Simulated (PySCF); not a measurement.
## Mass spectrum arithmetic for `N#[C][GeH2][C]#C[SiH3]`

Species: `N#[C][GeH2][C]#C[SiH3]`.

Calculated for natural abundance.

Problem. What are the average molar mass and the monoisotopic mass?

Solution. For C3H5GeNSi, with standard atomic weights, 1 × 14.007 + 3 × 12.011 + 1 × 72.630 + 1 × 28.085 + 5 × 1.008 = 155.795 g/mol. From the most abundant isotopes (14N, 12C, 74Ge, 28Si, 1H), 1 × 14.003074 + 3 × 12.000000 + 1 × 73.921178 + 1 × 27.976927 + 5 × 1.007825 = 156.9403 u.

Problem. Work out the cluster of the molecular ion M+•, one line a nominal mass.

Solution. 
```json
{"nominal mass": "153", "m/z (centroid)": "152.9428", "relative intensity": "54.9"}
{"nominal mass": "154", "m/z (centroid)": "153.9437", "relative intensity": "4.8"}
{"nominal mass": "155", "m/z (centroid)": "154.9406", "relative intensity": "74.5"}
{"nominal mass": "156", "m/z (centroid)": "155.9419", "relative intensity": "26.8"}
{"nominal mass": "157", "m/z (centroid)": "156.9398", "relative intensity": "100.0"}
{"nominal mass": "158", "m/z (centroid)": "157.9406", "relative intensity": "9.2"}
{"nominal mass": "159", "m/z (centroid)": "158.9395", "relative intensity": "23.5"}
{"nominal mass": "160", "m/z (centroid)": "159.9408", "relative intensity": "1.9"}
{"nominal mass": "161", "m/z (centroid)": "160.9372", "relative intensity": "0.7"}
```

Cut off at 0.1 %. One electron mass, 0.00055 u, is taken off. Abundances used (%; other tables differ somewhat): 14N 99.632, 15N 0.368; 12C 98.93, 13C 1.07; 70Ge 20.84, 72Ge 27.54, 73Ge 7.73, 74Ge 36.28, 76Ge 7.61; 28Si 92.2297, 29Si 4.6832, 30Si 3.0872; 1H 99.9885, 2H 0.0115.

Problem. Which singly substituted isotopologues are there?

Solution. Intensity in % of the monoisotopic species:

```csv
isotope,mass shift (u),m/z,intensity (%)
70Ge,-3.99693,152.9428,57.44
72Ge,-1.99910,154.9407,75.91
73Ge,-0.99772,155.9420,21.31
15N,+0.99703,157.9368,0.37
29Si,+0.99957,157.9393,5.08
13C,+1.00335,157.9431,3.24
2H,+1.00628,157.9460,0.06
30Si,+1.99684,158.9366,3.35
76Ge,+2.00022,158.9400,20.98
```

Species under 0.02 % are left out.

Problem. Which m/z would the protonated, sodiated and deprotonated molecule have?

Solution. [M+H]+ 157.9476, [M+Na]+ 179.9295, [M−H]− 155.9330, for the monoisotopic species (arithmetic only; whether such ions form is another matter).

Problem. What is the composition by mass?

Solution. N 8.99 %, C 23.13 %, Ge 46.62 %, Si 18.03 %, H 3.24 %.

Problem. What share of all molecules is the monoisotopic species?

Solution. 0.99632 × 0.9893^3 × 0.3628 × 0.922297 × 0.999885^5 = 32.26 %.
